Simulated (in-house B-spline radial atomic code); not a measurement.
Orbital energies and mean radii along the 34-electron series, configuration [Ar] 3d10 4s2 4p4. The effective charge is n√(-2ε), a non-relativistic measure. Computed with a radial B-spline atomic code at the basis-set limit: non-relativistic Hartree-Fock, average of the configuration, point nuclei.

This level leaves out relativity, spin-orbit splitting included, which matters for heavy ions.

| ion | Z | energy of 2p (Eh) | mean radius of 2p (bohr) | energy of 4p (Eh) | mean radius of 4p (bohr) | energy of 4s (Eh) | mean radius of 4s (bohr) | effective charge of 2p |
| --- | --- | --- | --- | --- | --- | --- | --- | --- |
| Se | 34 | -54.274 | 0.17276 | -0.39251 | 2.3089 | -0.84017 | 1.8683 | 20.837 |
| Br+ | 35 | -58.969 | 0.16714 | -0.82491 | 1.9785 | -1.3488 | 1.689 | 21.72 |
| Kr2+ | 36 | -63.953 | 0.16187 | -1.3453 | 1.7563 | -1.9458 | 1.5468 | 22.619 |
| Rb3+ | 37 | -69.213 | 0.15692 | -1.9456 | 1.5908 | -2.6222 | 1.4307 | 23.531 |
| Sr4+ | 38 | ? | ? | ? | ? | ? | ? | ? |
| Zr6+ | 40 | ? | ? | ? | ? | ? | ? | ? |
| Nb7+ | 41 | -92.917 | 0.13977 | -5.074 | 1.1872 | -6.0504 | 1.1165 | 27.264 |

Task: Fill in the row of Sr4+.

Result: energy of 2p (Eh): -74.744; mean radius of 2p (bohr): 0.15226; energy of 4p (Eh): -2.6212; mean radius of 4p (bohr): 1.4603; energy of 4s (Eh): -3.3734; mean radius of 4s (bohr): 1.3337; effective charge of 2p: 24.453.

Task: Fill in the row of Zr6+.

Result: energy of 2p (Eh): -86.598; mean radius of 2p (bohr): 0.14371; energy of 4p (Eh): -4.1871; mean radius of 4p (bohr): 1.2639; energy of 4s (Eh): -5.0891; mean radius of 4s (bohr): 1.1794; effective charge of 2p: 26.321.

Task: How does the screening of 2p change?

Result: Z less the effective charge goes from 13.16 at Z = 34 to 13.74 at Z = 41.
